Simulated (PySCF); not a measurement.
Molfile (atoms numbered from 1):
```
CH13O2PSi4
     RDKit          3D

 21 20  0  0  0  0  0  0  0  0999 V2000
   -1.9114    0.5766   -1.5074 C   0  0  0  0  0  0  0  0  0  0  0  0
   -1.6016   -0.8122   -0.2273 Si  0  0  2  0  0  4  0  0  0  0  0  0
   -3.5820   -1.0735    0.8298 P   0  0  0  0  0  0  0  0  0  0  0  0
    0.2132   -0.3520    1.1297 Si  0  0  0  0  0  4  0  0  0  0  0  0
    0.6268    1.1979    0.8814 O   0  0  0  0  0  0  0  0  0  0  0  0
    1.4815    2.3675    0.1573 Si  0  0  0  0  0  4  0  0  0  0  0  0
    1.4406   -1.3140    0.6842 O   0  0  0  0  0  0  0  0  0  0  0  0
    2.7427   -1.6217   -0.2291 Si  0  0  0  0  0  4  0  0  0  0  0  0
   -1.0660    0.6906   -2.1798 H   0  0  0  0  0  0  0  0  0  0  0  0
   -2.0606    1.5313   -1.0082 H   0  0  0  0  0  0  0  0  0  0  0  0
   -2.7945    0.3763   -2.1085 H   0  0  0  0  0  0  0  0  0  0  0  0
   -1.4640   -2.0738   -0.9945 H   0  0  0  0  0  0  0  0  0  0  0  0
   -3.4317    0.0280    1.6569 H   0  0  0  0  0  0  0  0  0  0  0  0
   -3.0932   -1.9309    1.8013 H   0  0  0  0  0  0  0  0  0  0  0  0
    0.1860   -0.4833    2.5852 H   0  0  0  0  0  0  0  0  0  0  0  0
    1.5383    2.0849   -1.2785 H   0  0  0  0  0  0  0  0  0  0  0  0
    0.7136    3.5747    0.4527 H   0  0  0  0  0  0  0  0  0  0  0  0
    2.8212    2.3939    0.7408 H   0  0  0  0  0  0  0  0  0  0  0  0
    2.2486   -2.1795   -1.4888 H   0  0  0  0  0  0  0  0  0  0  0  0
    3.4807   -0.3795   -0.4603 H   0  0  0  0  0  0  0  0  0  0  0  0
    3.5029   -2.5843    0.5627 H   0  0  0  0  0  0  0  0  0  0  0  0
  1  2  1  0
  2  3  1  0
  2  4  1  0
  4  5  1  0
  5  6  1  0
  4  7  1  0
  7  8  1  0
  1  9  1  0
  1 10  1  0
  1 11  1  0
  2 12  1  6
  3 13  1  0
  3 14  1  0
  4 15  1  0
  6 16  1  0
  6 17  1  0
  6 18  1  0
  8 19  1  0
  8 20  1  0
  8 21  1  0
M  END
```

Isolated molecule, equivalent nuclei averaged, single conformer, non-relativistic Hamiltonian. NMR shieldings at PBE0/pcSseg-1/GIAO; coordinates at the GFN2-xTB level; PySCF 2.14.0 with density-fitted response routines.

Chemical shifts δ = σref − σ; TMS for ¹³C (σref 186.93) and ¹H (σref 31.72) and ²⁹Si (σref 349.16); H3PO4 for ³¹P (σref 318.38); H2O for ¹⁷O (σref 336.08), all at this level.

| atoms | nucleus | count | δ (ppm) |
| --- | --- | --- | --- |
| H12 | ¹H | 1 | 4.25 |
| H15 | ¹H | 1 | ? |
| P3 | ³¹P | 1 | -305.0 |
| H9/H10/H11 | ¹H | 3 | 0.40 |
| Si6 | ²⁹Si | 1 | -42.9 |
| O7 | ¹⁷O | 1 | ? |
| H13/H14 | ¹H | 2 | 0.89 |
| Si4 | ²⁹Si | 1 | -24.3 |
| Si2 | ²⁹Si | 1 | -64.6 |
| H19/H20/H21 | ¹H | 3 | ? |
| O5 | ¹⁷O | 1 | 50.9 |
| C1 | ¹³C | 1 | -5.1 |
| Si8 | ²⁹Si | 1 | ? |
| H16/H17/H18 | ¹H | 3 | 5.21 |

Estimate the values marked ?.

Answers


- H15: 5.31 ppm, hydrogen on a silicon bonded to 2 O, Si
- H19/H20/H21: 5.25 ppm, hydrogen on a silicon bonded to O
- Si8: -44.9 ppm, silicon bonded to O, 3 H
- O7: 57.9 ppm, oxygen bonded to 2 Si

Shifts are as computed. Against solution values, carbons near 30 ppm lie about +3 ppm off and those near 130 ppm about +5 ppm. Of 1211 compounds with measured shifts, 218 miss one by over three times the rms of a fit or turn the order of signals round; such compounds aren't used in these exercises. Experimental scales use liquid or dissolved standards, which lie at an offset from isolated H2O (liquid H2O: subtract about 36 ppm) and H3PO4.
